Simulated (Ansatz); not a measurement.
Ansatz (an electronic-structure program) input (RI-MP2/cc-pVTZ):
A basis named .json is the Basis Set Exchange file of that set.

Ansatz 0.2 input:
```yaml
crystal:
  periodic: [false, false, false]
  atoms:
    - {symbol: C, position_ang: [1.21632433, -0.06610190, -0.33003638]}
    - {symbol: C, position_ang: [-0.01604231, -0.01371774, 0.04003491]}
    - {symbol: O, position_ang: [-1.16868300, 0.10870740, 0.20657606]}
    - {symbol: H, position_ang: [2.14777190, -0.39074138, 0.08740038]}
basis:
  gaussian:
    orbitals: cc-pVTZ
    fitting: {mean_field: def2-universal-jkfit, correlation: cc-pVTZ-RIFIT.json}
magnetization: {spin_polarized: true, initial_magnetization: 1}
correlation: {method: mp2, electrons: outside_noble_gas}
```

Output:

```
Functional definition: HF
integrals: 0.03 GiB planned
245 factors; integrals over basis functions are off by at most 9.3e-1 eV
273 factors; integrals over basis functions are off by at most 6.5e-1 eV
mean field: 0.15 GiB planned
mean field evaluation 1: about -4111.0368 eV, gradient 1.9e1 eV
mean field evaluation 2: about -4112.1462 eV, gradient 1.2e1 eV
mean field evaluation 4: about -4112.6999 eV, gradient 9.8e-1 eV
mean field evaluation 8: about -4112.7328 eV, gradient 4.4e-2 eV
mean field evaluation 16: about -4112.5722 eV, gradient 7.6e-1 eV
mean field evaluation 32: about -4112.7326 eV, gradient 1.8e-1 eV
mean field -4112.73290757 eV, -151.1401466428 hartree, gradient 2.9e-6 eV, S^2 0.813841; 8 other end points of the search recorded, 0 dependent functions left out
3 core orbitals not correlated
reference -4112.73290757 eV, -151.1401466428 hartree; 8, 7 occupied and 93, 94 virtual orbitals, 273 factors
second order -13.65192353 eV of doubles, -0.00000000 eV of singles
Total energy: -4126.38483110 eV, -151.6418455789 hartree
```

It need not be the lowest isomer of its formula.
